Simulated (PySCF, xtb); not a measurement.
C₄H₄OSe, SMILES [Se]1C=C[C@H]1C=O.

xtb with GFN2-xTB at its own geometry gives an orbital gap of 2.20 eV and a dipole moment of 2.62 D.

Geometry: ωB97X-D3(BJ)/def2-SVP. The structure was generated by enumeration; whether it is a known compound was not checked. The values are those of a single conformer.

What does PySCF with HF/def2-TZVP give? (The exact figures need the calculation; the answer reports its results.)

gap 10.93 eV (levels -8.78 and 2.15 eV), dipole 2.43 D.
